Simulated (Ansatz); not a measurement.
Reaction (ligand exchange at a Ge–N bond): `O=C[NH][GeH2][OH]` + `NCF` → `[OH][GeH2][NH]CF` + `NC=O`

Isolated molecules relaxed with PBE0-D4/def2-TZVP in Ansatz; ΔE leaves out vibrations. CBS: MP2 limit from def2 TZ/QZ plus the TZ coupled-cluster correction, frozen cores. This one scheme is used for every species. Functionals use def2-TZVPP. For Ge outer-core shells are correlated without core-valence functions, which leaves a few kJ/mol of doubt a bond. Scalar relativity is left out up to krypton. Each species was taken in one conformer, which may not be the lowest.

```
       level  ΔE (kJ/mol)
 LDA (SPW92)         -4.3
     PBE0-D4          0.6
MP2/def2-SVP          1.5
HF/CBS(def2)          6.8
```

Q: What does CCSD(T)/CBS give? (Estimate.)

A: Computed: +2.4 kJ/mol. The listed levels differ from it by -6.7, -1.8, -0.9, 4.4 kJ/mol.

Q: What do rigid-rotor, harmonic-oscillator terms from PBE0-D4/def2-TZVP frequencies (298.15 K, 1 bar) make of the CCSD(T)/CBS value? (Best estimate.)

A: The calculation gave: ΔZPE = -1.3 kJ/mol, ΔH = +1.4 kJ/mol, ΔS = 0 J/(mol·K), ΔG = +1.5 kJ/mol.

Largest T1 diagnostic among the species: 0.016.

Leaving LDA and LC-ωPBE aside and taking each functional with its dispersion term where it has one, the values, not all of them listed here, spread over 3.2 kJ/mol, from PBE-D4 to PBE-QIDH. LDA lies −3.7 kJ/mol from PBE without D4.

CCSD(T)/CBS has its own doubt, a few kJ/mol and more with outer-core shells, so smaller differences from it don't rank the levels.
